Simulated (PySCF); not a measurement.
Mapped SMILES: `[NH2:1][C:2](=[S:3])[N:4]1[N:5]=[CH:6][c:7]2[cH:8][cH:9][cH:10][cH:11][c:12]2[B:13]1[OH:14]`. Each H is labelled by its parent atom.

Geometry: PBE0-D3(BJ)/def2-SVP; GIAO absolute shieldings from PySCF, gas phase, non-relativistic, averaged over equivalent atoms.

At PBE0/pcSseg-1 (285 basis functions, 110 s wall time on 1 thread of an Arm Neoverse V1, shared host):
| atoms | σ (ppm) |
| --- | --- |
| N5 | -84.3 |
| N4 | 38.9 |
| N1 | 128.3 |
| C2 | -5.7 |
| C6 | 45.4 |
| C7 | 46.8 |
| C9 | 47.0 |
| C10 | 49.7 |
| C11 | 49.9 |
| C12 | 50.0 |
| C8 | 51.3 |
| S3 | 289.6 |
| B13 | 73.8 |
| O14 | 208.5 |
| H(C11) | 23.39 |
| H(C9) | 23.44 |
| H(C10) | 23.51 |
| H(C8) | 23.55 |
| H(C6) | 23.57 |
| H(N1) | 23.97 |
| H(O14) | 25.91 |

Predict the values at B97-2/pcSseg-1 on the same geometry.

## Answers


```csv
atoms,σ at B97-2/pcSseg-1,change
N5,-78.5,+5.8
N4,41.4,+2.5
N1,129.3,+1.0
C2,-2.3,+3.4
C6,47.5,+2.1
C7,49.1,+2.3
C9,49.5,+2.5
C10,52.1,+2.4
C11,52.2,+2.3
C12,52.6,+2.6
C8,53.7,+2.4
S3,294.3,+4.7
B13,75.4,+1.6
O14,211.2,+2.7
H(C11),23.58,+0.19
H(C9),23.63,+0.19
H(C10),23.70,+0.19
H(C8),23.74,+0.19
H(C6),23.74,+0.17
H(N1),24.09,+0.12
H(O14),26.12,+0.21
```

The largest change is at N5 (imine nitrogen). Cost: 285 basis functions, 81 s wall time on 1 thread of an Arm Neoverse V1, shared host. The order of the carbon signals is the same at both levels.

A carbon bonded to boron is broadened by the quadrupolar boron nucleus and is often missing from a measured spectrum.
